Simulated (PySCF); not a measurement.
**A search over the determinants of NaI⁺**

Unrestricted PBE0; Na aug-cc-pVDZ, I aug-cc-pVDZ-PP with ECP28; scalar-relativistic core potentials (PySCF 2.14). Outer shells of the fragments: Na+ closed shells only; I 4d10 5s2 5p5.

Followed along the bond (rough minima from three points):

| 2Ms+1 | unpaired | ⟨S²⟩ at the start | R at minimum (Å) | Te (eV) |
| --- | --- | --- | --- | --- |
| 2 | π ↑ | 0.75 | 3.14 | 0.00 |
| 2 | σ ↑ | 0.75 | 3.86 | 0.49 |
| 4 | σ ↑, π ↑↑ | 3.75 | none in the scan | ≤ 5.50 |

Solutions found at the starting distance of 2.985 Å, counted from the lowest of them; the search is not exhaustive and high or unbound solutions are not listed, so other states can lie among these:

```json
{"2Ms+1": "2", "unpaired": "π ↑", "term": "²Π", "E (eV)": "0.00", "⟨S²⟩": "0.75", "⟨Lz²⟩": "1.00", "μ (D)": "-9.64"}
{"2Ms+1": "2", "unpaired": "σ ↑", "term": "²Σ⁺", "E (eV)": "0.59", "⟨S²⟩": "0.75", "⟨Lz²⟩": "0.00", "μ (D)": "-9.96"}
{"2Ms+1": "4", "unpaired": "σ ↑, π ↑↑", "term": "⁴Σ⁻", "E (eV)": "6.24", "⟨S²⟩": "3.75", "⟨Lz²⟩": "0.00", "μ (D)": "-0.49"}
{"2Ms+1": "2", "unpaired": "σ ↓, π ↑↑", "term": "mixed", "E (eV)": "6.34", "⟨S²⟩": "1.75", "⟨Lz²⟩": "0.00", "μ (D)": "0.02"}
{"2Ms+1": "4", "unpaired": "σ ↑↑, π ↑", "term": "⁴Π", "E (eV)": "6.48", "⟨S²⟩": "3.75", "⟨Lz²⟩": "1.00", "μ (D)": "-0.72"}
{"2Ms+1": "2", "unpaired": "σ ↑, π ↑↓", "term": "mixed", "E (eV)": "6.71", "⟨S²⟩": "1.76", "⟨Lz²⟩": "2.01", "μ (D)": "-0.26"}
{"2Ms+1": "4", "unpaired": "π ↑↑↑", "term": "⁴Π", "E (eV)": "7.71", "⟨S²⟩": "3.75", "⟨Lz²⟩": "1.00", "μ (D)": "-2.09"}
{"2Ms+1": "4", "unpaired": "σ ↑, π ↑↑", "term": "mixed", "E (eV)": "7.94", "⟨S²⟩": "3.75", "⟨Lz²⟩": "2.00", "μ (D)": "-2.84"}
{"2Ms+1": "4", "unpaired": "σ ↑, π ↑↑", "term": "mixed", "E (eV)": "8.19", "⟨S²⟩": "3.75", "⟨Lz²⟩": "2.00", "μ (D)": "-2.07"}
```

A term symbol is given only where ⟨S²⟩ and ⟨Lz²⟩ are close to those of a pure state; real π, δ and φ orbitals otherwise mix terms. A positive dipole points towards I; it is taken about the centre of mass and depends on that origin.

Question: Compare the gap between the two lowest followed solutions at the starting distance with the gap between their minima.

Answer: At PBE0 the second solution (doublet, unpaired electrons σ ↑) lies +0.59 eV from the first (doublet, unpaired electrons π ↑) at 2.985 Å and +0.49 eV at the minima; the two curves relax by different amounts, since their minima lie near 3.86 and 3.14 Å.

Spin–orbit coupling is left out. Counting both spins, an empty level lies below a filled one in some of these solutions, because spin and occupation are held.
